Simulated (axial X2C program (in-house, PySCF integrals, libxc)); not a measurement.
# LiHf⁺: from the spin-free to the two-component result

Calculated with an in-house all-electron X2C program for linear molecules (integrals from PySCF). Spin-free means the one-electron spin-free X2C Hamiltonian; two-component (2c) means X2C with spin–orbit coupling and atomic mean-field two-electron Coulomb and Gaunt terms, so the difference of the two also holds small scalar two-electron terms. Basis: Hf dyall-cv3z [13s14p9d7f4g], Li dyall-cv3z [7s8p2d] (cores contracted in-house); Gaussian nuclei, density fitting, unrestricted open shells. Masses: Hf 179.947 u, Li 7.016 u.

Spin-free state: M_S = 1, Λ = 2 (beyond evenly filled blocks: σα, δ+α); fragments Hf + Li+.

| level | Re (Å) | ωe (cm⁻¹) | De (eV) | μ (D) |
| --- | --- | --- | --- | --- |
| PBE0 | 3.085 | 267.0 | 1.158 | 7.46 |
| HF | 3.255 | 193.5 | 1.134 | 7.52 |

Dipoles are positive if Li is the positive end and refer to the centre of mass.

Two-component determinant lowest at the distance of the search:

Ω = 1 (⟨Sz⟩ = -0.93, ⟨Lz⟩ = 1.93 at PBE0); fragments Hf + Li+.

| level | Re (Å) | ωe (cm⁻¹) | μ (D) |
| --- | --- | --- | --- |
| PBE0 | 3.079 | 266.4 | 7.42 |
| HF | 3.224 | 190.4 | 7.46 |

(1) From the two tables, how do the constants change at the PBE0 level (2c against spin-free)?

The state is a single determinant with fixed occupations, the lowest that a limited PBE0 search found. Dissociation energies refer to the lowest single-determinant-based atoms at the same level and basis. De is not given where an atomic determinant may have missed its ground term or J level, or where the truncated virtual space spoils (T). Density functionals use the spin component along the axis (collinear). PBE0 can misorder states that lie within some tenths of an eV, so this need not be the ground state of the molecule. The nearest other spin-free determinant of the search, M_S = 1, Λ = 1, lies 0.24 eV up at the distance of the search. Without a current term, density functionals place determinants with orbital angular momentum somewhat too high. With several unpaired electrons one determinant need not be a pure state. The determinant is spin-polarised beyond a pure state at some levels (its spin-free form has ⟨S²⟩ too high), which makes Re and μ there less reliable.

Results:

(1) At the PBE0 level Re goes down by 0.006 Å and ωe goes down by 0.6 cm⁻¹.
